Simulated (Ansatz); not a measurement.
`FBF` + `CCO` → `CCOBF` + H–F at 298.15 K and 1 bar (ligand exchange at a B–F bond).

Gas-phase electronic energies from Ansatz, PBE0-D4/def2-TZVP geometries. CCSD(T)/CBS adds triple-zeta CCSD(T) − MP2 to the extrapolated MP2 energy (def2 sets, frozen cores). This one scheme is used for every species. One conformer a species, not always the lowest.

```tsv
species	CCSD(T)/CBS energy (Eh)	H − E (kJ/mol)	S (J/(mol·K))
`FBF`	-225.09427	57.8	244.5
`CCO`	-154.88256	224.2	269.4
`CCOBF`	-279.58002	246.9	323.4
H–F	-100.39570	33.5	173.6
```

H − E and S are ideal-gas, rigid-rotor, harmonic terms from PBE0-D4/def2-TZVP, for one conformer and one mirror image of each species. 1 Eh = 2625.50 kJ/mol, R = 8.31446 J/(mol·K).

Problem. By hand: ΔE, ΔH, ΔS and ΔG.

Solution. ΔE = (-279.58002) + (-100.39570) − (-225.09427) − (-154.88256) = 0.00111 Eh = 2.9 kJ/mol. Δ(H − E) = 246.9 + 33.5 − 57.8 − 224.2 = -1.6, so ΔH = 1.3 kJ/mol. ΔS = 323.4 + 173.6 − 244.5 − 269.4 = -16.9 J/(mol·K). ΔG = 1.3 − 298.15 × (-16.9)/1000 = 6.3 kJ/mol.

Problem. By hand: the equilibrium constant, and the temperature at which ΔG would vanish if ΔH and ΔS stayed fixed.

Solution. log₁₀ K = −ΔG/(RT ln 10) = -1.1. ΔH and −TΔS have one sign here, so there is no such temperature. One of them is within its doubt of zero, so this could turn.

TΔS isn't small against ΔH here. A doubt of 5 kJ/mol in ΔE shifts log₁₀ K by 0.9 here. Other conformers and mirror images would add mixing entropy, several J/(mol·K) or more a flexible species. These are equilibria of isolated gas molecules and say nothing of rates. Largest T1 diagnostic: 0.013 (customary marks: 0.02 for closed shells, 0.045 for open ones).
